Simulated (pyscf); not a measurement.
Single points on ωB97X-D3(BJ)/def2-SVP structures (PySCF, gas phase). MP2 and CC: frozen core, UHF for open shells. ΔMP2 is the change of the MP2 total energy from the triple- to the quadruple-zeta basis.

SMILES: [OH][Zn][Br]
```xyz
4

O     -1.2632     0.8827     0.3346
Zn    -1.0242    -0.8585     0.1289
Br    -0.6509    -3.0469    -0.0090
H     -1.7697     1.3265    -0.3537
```
Charge 0, spin multiplicity 1.

### Question
How much does it cost (ΔH, 298 K, CCSD(T)/def2-TZVPP + ΔMP2(QZVPP)) to split `[OH][Zn][Br]` at its Br–Zn bond into [HO–Zn]• + Br•?

### Answer
Br–Zn to [HO–Zn]• + Br•: 412.7 kJ/mol. The radicals are drawn with the spin at the cut bond; how far it spreads was not checked. The CCSD(T) − MP2 part came from Ansatz, without density fitting, on the same reference. The frozen core leaves the outer d or s,p core shells of the metals and heavy elements correlated in the MP2 and CC values, and def2-TZVPP describes them poorly, which can shift differences by a few kcal/mol. Left out: the spin-orbit lowering of Br, which is large for Br, Se, Te and I. Elements up to Kr have no core potential and no relativistic terms here.
